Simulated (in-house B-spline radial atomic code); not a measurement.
Se⁺. Computed with a B-spline radial atomic code. Model: all-electron spherical atom, spin shells full or empty, radial basis limit, no spin-orbit coupling, Breit or QED, empty-state partial waves extrapolated as (l+1/2)^-4, RPA, G0W0 and static COHSEX of the highest shell as one setting changes (uncorrelated shells keep exact exchange).

Empty levels are discrete states of a finite basis, so the steps are uneven.

Given: element Se; charge 1; filled core Ar; hamiltonian one-electron scalar X2C; mean-field start r2SCAN; highest l of empty states 9; nuclear rms radius 4.14 fm; lowest nl shells left uncorrelated 6; highest mean-field shell 4p up; box radius 23.78 bohr.

Shell: 3d 5 5, 4s 1 1, 4p 3 0 (electrons up and down).

```
highest empty level kept (hartree)  RPA correlation energy (hartree)  G0W0 level (eV)  G0W0 minus most complete (meV)  COHSEX level (eV)  linearised minus solved G0W0 (meV)
                              1.33                          -0.12606          -20.805                           460.1            -21.874                               -24.7
                              2.67                                 ?                ?                               ?                  ?                                   ?
                              4.67                          -0.16547          -21.124                           140.7            -22.732                               -28.9
                                 8                          -0.17275          -21.192                            73.1            -22.912                               -29.9
                             13.33                          -0.17734          -21.234                              31            -23.029                               -30.6
                                24                          -0.17988          -21.257                             7.9            -23.092                                 -31
                                40                                 ?                ?                               ?                  ?                                   ?
                                80                          -0.18077          -21.264                             0.6            -23.116                               -31.1
                               160                          -0.18081          -21.265                             0.2            -23.118                               -31.1
                            333.33                          -0.18083          -21.265                               0            -23.119                               -31.1
                               800                          -0.18083          -21.265                               0            -23.119                               -31.1
                            2666.7                          -0.18083          -21.265                               0            -23.119                               -31.1
```

Question: What follows for highest empty level kept = 40?

Answer: RPA correlation energy -0.1806 hartree; G0W0 level -21.263 eV; G0W0 minus most complete 2 meV; COHSEX level -23.109 eV; linearised minus solved G0W0 -31.1 meV.

Question: What follows for highest empty level kept = 2.67?

Answer: RPA correlation energy -0.1527 hartree; G0W0 level -21.008 eV; G0W0 minus most complete 256.3 meV; COHSEX level -22.426 eV; linearised minus solved G0W0 -27.1 meV.
